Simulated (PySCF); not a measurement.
Species: tetramethylborate, C₄H₁₂B (charge -1).
SMILES with atom numbers: `[CH3:1][B-:2]([CH3:3])([CH3:4])[CH3:5]` (hydrogens: H6, H7, H8 on C1; H9, H10, H11 on C3; H12, H13, H14 on C4; H15, H16, H17 on C5)

Cartesian coordinates in Å at the PBE0-D3(BJ)/def2-SVP level; atoms count from 1:
```xyz
17
C4H12B angstrom
C     -0.257   -1.080   -1.223
B     -0.001    0.001   -0.001
C      0.088    1.527   -0.626
C     -1.249   -0.079    1.077
C      1.414   -0.362    0.767
H     -1.207   -0.888   -1.764
H     -0.311   -2.126   -0.857
H      0.549   -1.055   -1.985
H      0.253    2.295    0.158
H     -0.838    1.819   -1.162
H      0.919    1.637   -1.353
H     -2.227    0.158    0.609
H     -1.354   -1.088    1.528
H     -1.125    0.631    1.920
H      1.401   -1.375    1.221
H      2.286   -0.338    0.081
H      1.643    0.347    1.589
```

Jobs on this species (17 atoms, 42 electrons) with PySCF (density fitting). Hardware of each: one thread, Arm Neoverse V1 (aarch64) (shared host). Times come from a shared host and carry two figures at best.

| level and settings | work | basis functions | SCF cycles | wall time |
| --- | --- | --- | --- | --- |
| PBE0-D3(BJ)/def2-SVP, grid level 1 | geometry optimisation from a GFN2-xTB start shaken at random | 130 | ? | ? |
| B3LYP/def2-TZVP | spin–spin couplings from 17 perturbed nuclei, spin–dipole term for 1 of them | 227 | ? | ? |
| B3LYP/pcJ-1 | spin–spin couplings from 17 perturbed nuclei, spin–dipole term for 1 of them | 255 | 12 | 57 s |
| PBE0/aug-cc-pVDZ | shieldings, charges and field gradients | 223 | 12 | 24 s |
| PBE0/pcJ-1 | spin–spin couplings from 17 perturbed nuclei, spin–dipole term for 1 of them | 255 | 12 | 42 s |
| delta-SCF UKS SCAN, pcX-2 on the ionised atom, pcseg-1 elsewhere, spin-free X2C | ΔSCF core ionisation, 2 holes | 161 | 30 | 17 s |
| PBE0/IGLO-III | shieldings, charges and field gradients | 295 | 12 | 36 s |
| PBE/pcJ-1 | spin–spin couplings from 17 perturbed nuclei, spin–dipole term for 1 of them | 255 | 12 | 33 s |
| BHandHLYP/pcJ-1 | spin–spin couplings from 17 perturbed nuclei, spin–dipole term for 1 of them | 255 | 10 | 48 s |

Task: Fill in the missing figures.

Result: 
- PBE0-D3(BJ)/def2-SVP, grid level 1; geometry optimisation from a GFN2-xTB start shaken at random: 27 s, 30 SCF cycles
- B3LYP/def2-TZVP; spin–spin couplings from 17 perturbed nuclei, spin–dipole term for 1 of them: 35 s, 12 SCF cycles

Task: What do all jobs in the table cost together?

Result: About 5.3 min; the longest takes about 18 % of that, and about 3.4 times as long as the shortest.
